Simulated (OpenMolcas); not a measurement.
**Mo4+: moving or changing the point charges**

Mo4+ among 6 point charges of -1 e arranged as a trigonal prism (D3h), 1.79 Å from the ion, with a polar angle of 45.7° against the regular 49.1°.
```
   1.2803    0.0000    1.2510  -1.00
  -0.6401    1.1088    1.2510  -1.00
  -0.6401   -1.1088    1.2510  -1.00
   1.2803    0.0000   -1.2510  -1.00
  -0.6401    1.1088   -1.2510  -1.00
  -0.6401   -1.1088   -1.2510  -1.00
```

* Program: OpenMolcas
* Method: SS-CASPT2, IPEA 0.25 Eh, imaginary shift 0.1 Eh (closed shells correlated: 4s 4p)
* Basis: ANO-RCC-VDZP [6s5p3d1f]
* Scalar Hamiltonian: DKH2, point nucleus
* Active space: 2 electrons in 5 orbitals (4d)
* State averaging: 2S+1 = 3 even, 10 roots; 2S+1 = 1 even, 15 roots
* Spin-orbit coupling: RASSI with atomic mean-field integrals over the reference wave functions

Runs around this geometry, states (labels of D3, the rotations of D3h). Energies in cm-1 above the lowest state or level, χT in cm3 K/mol.

| R (Å) | q (e) | Polar angle / regular | Ground state | First state of that spin | First gap with spin-orbit (degeneracies) | χT at 300 K | First state of another spin |
| --- | --- | --- | --- | --- | --- | --- | --- |
| 1.79 | -0.5 | 0.93 | 3E | 3A2 1720 | 360 (2, 2) | 0.212 | 1A1 7910 |
| 1.61 | -1 | 0.93 | 3A2 | 3E 580 | 99 (1, 2) | 0.433 | 1A1 5800 |
| 1.79 | -1 | 0.93 | 3E | 3A2 430 | 700 (2, 2) | 0.209 | 1A1 6230 |
| 1.93 | -1 | 0.93 | 3E | 3A2 990 | 570 (2, 2) | 0.199 | 1A1 6770 |
| 1.79 | -1 | 1 | 3E | 3A2 3670 | 720 (2, 2) | 0.201 | 1A1 8200 |

The ground state changes within this set.

Roots that are degenerate in the reference are averaged as groups; the widest CASPT2 spread within a group is 140 cm-1 (the 2-fold group of multiplicity 3 near 576 cm-1 above the lowest state of its run, R = 1.61, q = -1, ratio = 0.93). Shifts and gaps below about the spread of the groups concerned are not significant. Free-ion shares, where given, are those of the reference states; single-state CASPT2 does not remix them. An orbital doublet at a regular site is open to a Jahn-Teller distortion, which this geometry leaves out (holds for R = 1.79, q = -0.5, ratio = 0.93; R = 1.79, q = -1, ratio = 0.93; R = 1.93, q = -1, ratio = 0.93; R = 1.79, q = -1, ratio = 1). The ground term spreads over less than 5000 cm-1, several times less than with real ligands, so orbital moments are less quenched and χT lies further from the spin-only value than at real sites (holds for R = 1.79, q = -0.5, ratio = 0.93; R = 1.93, q = -1, ratio = 0.93). Point charges carry no covalency, so the field is a model and not that of real ligands. No measured value stands beside these numbers.
